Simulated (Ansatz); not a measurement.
BClF2 (chlorodifluoroborane): the energy, rung by rung

BClF2: 4 atoms, total charge 0, spin state singlet. As SMILES, `FB(F)Cl`. The shape is that of a PBE0-D4/def2-TZVP optimisation.

```xyz
4

F    -0.1737   -1.2543   -0.5463
B    -0.0671   -0.0413   -0.0620
F    -1.0116    0.8301   -0.3177
Cl    1.3079    0.4053    0.9057
```

Quantity: the energy change with the F1–B2 bond stretched from 1.310 to 1.638 Å, in eV. The values are calculated.

```csv
level,kind,program,value (eV),less FCI/STO-3G
HF/STO-3G (restricted),Hartree–Fock,Ansatz,1.99,+0.46
SVWN5/STO-3G (restricted),LDA,Ansatz,1.62,+0.09
PBE/STO-3G (restricted),GGA,Ansatz,1.39,-0.14
r2SCAN/STO-3G (restricted),meta-GGA,Ansatz,1.55,+0.02
BHLYP/STO-3G (restricted),global hybrid,Ansatz,1.81,+0.28
HSE06/STO-3G (restricted),range-separated hybrid,Ansatz,1.65,+0.12
B2PLYP/STO-3G (restricted),double hybrid,Ansatz,1.65,+0.12
BCCD(T)/STO-3G (restricted),coupled cluster or CI,Ansatz,1.57,+0.04
FCI/STO-3G,exact in the basis,Ansatz,1.53,0.00
```

FCI/STO-3G is exact within its basis and frozen core, so for wave-function methods in that basis the difference is their error; functionals converge differently with the basis, so for them it is only a difference. The first shape isn't each level's own minimum. The values span 1.39 to 1.99 eV. All rows use very small basis sets, so none should be taken for the real molecule's value.
